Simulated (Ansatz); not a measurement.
`[SiH3][InH][SbH][CH2]N([SiH3])[SiH3]`. Charge 0, multiplicity 1. In, Sb takes the def2 core potential. The structure was optimised at the PBE0-D4/def2-TZVP level. It is one conformer, not always the lowest.

```xyz
20

Si   -0.183   -2.674   -1.684
In   -1.547   -0.881   -0.433
Sb   -1.710   -0.708    2.371
C    -0.470    1.013    1.749
N     0.082    0.849    0.370
Si    1.671    0.082    0.339
Si   -0.115    2.287   -0.636
H     0.901   -3.258   -0.846
H    -1.085   -3.794   -2.084
H     0.449   -2.151   -2.930
H    -2.601    0.209   -1.281
H    -0.346   -1.724    2.559
H     0.322    1.207    2.477
H    -1.144    1.874    1.773
H     1.590   -1.230    1.017
H     2.656    0.945    1.046
H     2.049   -0.065   -1.087
H     0.203    1.902   -2.032
H     0.798    3.375   -0.189
H    -1.517    2.742   -0.500
```

What is the dipole moment at PBE/def2-TZVPP? (Best estimate.)

Computed: 2.19 D, with components (1.02, 1.86, 0.56) D in this frame, pointing from negative to positive charge.

And with r2SCAN, B3LYP, ωB97M-V? (An estimate is asked.)

The calculation gave: r2SCAN 2.21 D, B3LYP 2.19 D, ωB97M-V 2.12 D.

Give the Mulliken charges with PBE, r2SCAN, ωB97M-V in def2-TZVPP. (Estimate.)

Ansatz gave: 
| atom | PBE | r2SCAN | ωB97M-V |
| --- | --- | --- | --- |
| Si1 | -0.07 | 0.03 | -0.04 |
| In2 | 0.42 | 0.39 | 0.26 |
| Sb3 | 0.08 | 0.09 | 0.13 |
| C4 | -0.33 | -0.29 | -0.43 |
| N5 | -0.24 | -0.34 | -0.39 |
| Si6 | 0.19 | 0.27 | 0.13 |
| Si7 | 0.21 | 0.30 | 0.17 |
| H8 | -0.04 | -0.06 | -0.01 |
| H9 | -0.05 | -0.07 | -0.02 |
| H10 | -0.04 | -0.06 | -0.02 |
| H11 | -0.15 | -0.15 | -0.11 |
| H12 | -0.09 | -0.10 | -0.08 |
| H13 | 0.13 | 0.11 | 0.17 |
| H14 | 0.14 | 0.12 | 0.18 |
| H15 | -0.01 | -0.02 | 0.03 |
| H16 | -0.05 | -0.06 | 0.00 |
| H17 | -0.02 | -0.03 | 0.02 |
| H18 | -0.02 | -0.04 | 0.01 |
| H19 | -0.05 | -0.05 | -0.01 |
| H20 | -0.02 | -0.04 | 0.01 |

B3LYP here is the variant with VWN-RPA as its local correlation; programs differ in this.
